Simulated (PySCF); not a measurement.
Isomers of C6H11ClOSi, mass 162.027 u with the commonest isotopes. Method: PBE0/pcSseg-1 in PySCF (dipole) on a GFN2-xTB geometry, gas phase. One conformer each, none proved a minimum here; rigid rotors.

Problem. Order these by rotational constant C, smallest first.
A. `[OH:1][CH2:2][C@@H:3]1[CH:4]=[CH:5][C@@H:6]([Cl:7])[C@@H:8]1[SiH3:9]` with H–O1–C2–C3 -57°, O1–C2–C3–C4 63°, C2–C3–C4–C5 -105°, C4–C5–C6–Cl7 -131°, C5–C6–C8–Si9 150°, C2–C3–C8–C6 96°
B. `[CH3:1][CH2:2]/[C:3]([C:4](=[O:5])[Cl:6])=[C:7](\[CH3:8])[SiH3:9]` with C1–C2–C3–C4 86°, C2–C3–C4–O5 180°
C. `[CH3:1][C:2]1=[CH:3][SiH2:4][O:5][C@H:6]1[CH2:7][CH2:8][Cl:9]` with O5–C6–C7–C8 -55°, C6–C7–C8–Cl9 179°
D. `[CH3:1][O:2][C:3]1=[CH:4][SiH2:5][C@H:6]1[CH2:7][CH2:8][Cl:9]` with C1–O2–C3–C4 0°, Si5–C6–C7–C8 172°, C6–C7–C8–Cl9 180°

Solution. D (482.6 MHz), C (494.9 MHz), B (615.6 MHz), A (704.6 MHz).

Problem. Order these by rotational constant A, smallest first.
A. `[CH3:1][C:2]1=[CH:3][SiH2:4][O:5][C@H:6]1[CH2:7][CH2:8][Cl:9]` with O5–C6–C7–C8 -55°, C6–C7–C8–Cl9 179°
B. `[OH:1][CH2:2][C@@H:3]1[CH:4]=[CH:5][C@@H:6]([Cl:7])[C@@H:8]1[SiH3:9]` with H–O1–C2–C3 -57°, O1–C2–C3–C4 63°, C2–C3–C4–C5 -105°, C4–C5–C6–Cl7 -131°, C5–C6–C8–Si9 150°, C2–C3–C8–C6 96°
C. `[CH3:1][CH2:2]/[C:3]([C:4](=[O:5])[Cl:6])=[C:7](\[CH3:8])[SiH3:9]` with C1–C2–C3–C4 86°, C2–C3–C4–O5 180°

Solution. C (1493 MHz), B (1550 MHz), A (1970 MHz).

Problem. Order these by rotational constant B, largest first.
A. `[CH3:1][O:2][C:3]1=[CH:4][SiH2:5][C@H:6]1[CH2:7][CH2:8][Cl:9]` with C1–O2–C3–C4 0°, Si5–C6–C7–C8 172°, C6–C7–C8–Cl9 180°
B. `[CH3:1][CH2:2]/[C:3]([C:4](=[O:5])[Cl:6])=[C:7](\[CH3:8])[SiH3:9]` with C1–C2–C3–C4 86°, C2–C3–C4–O5 180°
C. `[CH3:1][C:2]1=[CH:3][SiH2:4][O:5][C@H:6]1[CH2:7][CH2:8][Cl:9]` with O5–C6–C7–C8 -55°, C6–C7–C8–Cl9 179°
D. `[OH:1][CH2:2][C@@H:3]1[CH:4]=[CH:5][C@@H:6]([Cl:7])[C@@H:8]1[SiH3:9]` with H–O1–C2–C3 -57°, O1–C2–C3–C4 63°, C2–C3–C4–C5 -105°, C4–C5–C6–Cl7 -131°, C5–C6–C8–Si9 150°, C2–C3–C8–C6 96°

Solution. D (978.6 MHz), B (943.8 MHz), A (651.3 MHz), C (605.2 MHz).

```json
{"SMILES": "OC[C@@H]1C=C[C@@H](Cl)[C@@H]1[SiH3]", "point group": "C1", "Ia (u·Å²)": "326.15", "Ib (u·Å²)": "516.42", "Ic (u·Å²)": "717.24", "κ": "-0.35", "μa (D)": "1.75", "μb (D)": "2.03", "μc (D)": "0.82"}
{"SMILES": "CC/C(C(=O)Cl)=C(\\C)[SiH3]", "point group": "C1", "Ia (u·Å²)": "338.47", "Ib (u·Å²)": "535.45", "Ic (u·Å²)": "820.94", "κ": "-0.25", "μa (D)": "0.29", "μb (D)": "3.36", "μc (D)": "0.47"}
{"SMILES": "COC1=C[SiH2][C@H]1CCCl", "point group": "C1", "Ia (u·Å²)": "323.02", "Ib (u·Å²)": "775.91", "Ic (u·Å²)": "1047.16", "κ": "-0.69", "μa (D)": "3.03", "μb (D)": "1.17", "μc (D)": "0.37"}
{"SMILES": "CC1=C[SiH2]O[C@H]1CCCl", "point group": "C1", "Ia (u·Å²)": "256.56", "Ib (u·Å²)": "835.06", "Ic (u·Å²)": "1021.10", "κ": "-0.85", "μa (D)": "2.48", "μb (D)": "1.57", "μc (D)": "0.34"}
```
